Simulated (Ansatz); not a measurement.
A nudged elastic band was laid between two geometries of AlCl2H4N (8 atoms, charge 0, multiplicity 1).

These are results of RKS PBE0/6-31G* in Ansatz, not measurements.

```yaml
movable_images: 1
climbing_image: yes
spring: 5.0 eV/Å²
optimiser: quadratic models (default)
start_path: through a guess of the saddle point
force_threshold: 0.05 eV/Å
iteration_limit: 60
end_points: relaxed
```

First end point:

```xyz
8
Properties=species:S:1:pos:R:3
Al 0.018 -0.054 0.208
H -0.137 0.860 1.492
Cl 1.911 -0.043 -0.786
Cl -1.678 -0.233 -1.082
N 0.058 -1.962 0.941
H -0.656 -2.526 0.478
H 0.965 -2.390 0.757
H -0.113 -1.998 1.945
```

Last end point:

```xyz
8
Properties=species:S:1:pos:R:3
Al 0.113 -0.816 -0.341
H -0.234 0.663 2.178
Cl 1.881 0.282 -0.567
Cl -1.707 0.023 -0.942
N 0.167 -2.458 0.284
H -0.642 -3.056 0.384
H 1.013 -2.934 0.562
H -0.224 -0.050 2.395
```

**Question.** Which bonds break or form, and what moves?

**Answer.** Bonds broken: Al1–H2, N5–H8. Bonds formed: H2–H8. AlCl2H4N becomes AlCl2H2N + H2.

**Question.** Give the energies along the band, and the barrier.

**Answer.** The forces met the threshold. The highest image is number 1 of 0 to 2, 39.9 kcal/mol above the first end and 16.4 kcal/mol above the last; the last end lies 23.6 kcal/mol above the first. Neighbouring images differ by up to 1.7 eV, so the band resolves the path poorly. Another band between the same ends (9 images) ends at a top of the same energy, where a vibrational analysis finds 1 clearly imaginary mode. So few images can step over the top or miss a turn of the path. The orbitals stay closed-shell, which can raise the energy where a bond breaks towards radicals; this wasn't checked here.

| image | path coordinate (Å) | energy (kcal/mol) | Al1–H2 (Å) | N5–H8 (Å) | H2–H8 (Å) |
| --- | --- | --- | --- | --- | --- |
| 0 | 0.00 | 0.0 | 1.58 | 1.02 | 2.89 |
| 1 | 1.59 | 39.9 | 1.80 | 1.45 | 0.99 |
| 2 | 3.35 | 23.6 | 2.94 | 3.23 | 0.75 |

**Question.** What is the geometry of the highest image?

**Answer.** 
```xyz
8
Properties=species:S:1:pos:R:3:forces:R:3
Al 0.057 -0.426 -0.064 0.00 -0.02 0.01
H -0.162 0.071 1.647 0.00 -0.01 0.00
Cl 1.925 0.293 -0.698 0.01 0.00 -0.01
Cl -1.709 0.031 -1.102 -0.01 0.00 -0.01
N 0.086 -2.082 0.813 0.00 0.04 0.00
H -0.697 -2.727 0.763 0.04 0.01 0.00
H 0.958 -2.591 0.932 -0.03 -0.03 0.00
H -0.090 -0.915 1.661 -0.01 0.00 0.00
```

The band took 11 iterations and roughly 60 core-seconds.

Time of the run: 58 s on 1 thread of Arm Neoverse V1, on a shared host, peak memory 0.17 GiB.
